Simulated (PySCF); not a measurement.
A structure optimised at PBE0-D3(BJ)/def2-SVP, used in a PySCF frequency run:

```xyz
19

Ir    -0.6155     0.0000     0.0000
C      2.9289    -0.0004    -2.5076
C      2.1273     0.0003    -1.2409
C      2.7786     0.0006     0.0000
C      2.1273     0.0003     1.2409
C      2.9289    -0.0004     2.5076
O      0.8668     0.0001     1.4124
O      0.8668     0.0001    -1.4124
H      4.0100     0.0044    -2.3248
H      2.6605    -0.8872    -3.1018
H      2.6533     0.8803    -3.1076
H      3.8679     0.0009     0.0000
H      2.6605    -0.8872     3.1018
H      4.0100     0.0044     2.3248
H      2.6533     0.8803     3.1076
O     -2.7080    -0.0001     2.1328
C     -1.9171     0.0000     1.3040
O     -2.7080    -0.0001    -2.1328
C     -1.9171     0.0000    -1.3040
```

Q: Write its SMILES, formula and point group.

A: CC1=CC(C)=[O]->[Ir](<-[C-]#[O+])(<-[C-]#[O+])[O]1, C₇H₇IrO₄, Cs

Q: What are its rotational constants (standard atomic weights)?

A: 1.0289, 0.56129, 0.36482 GHz
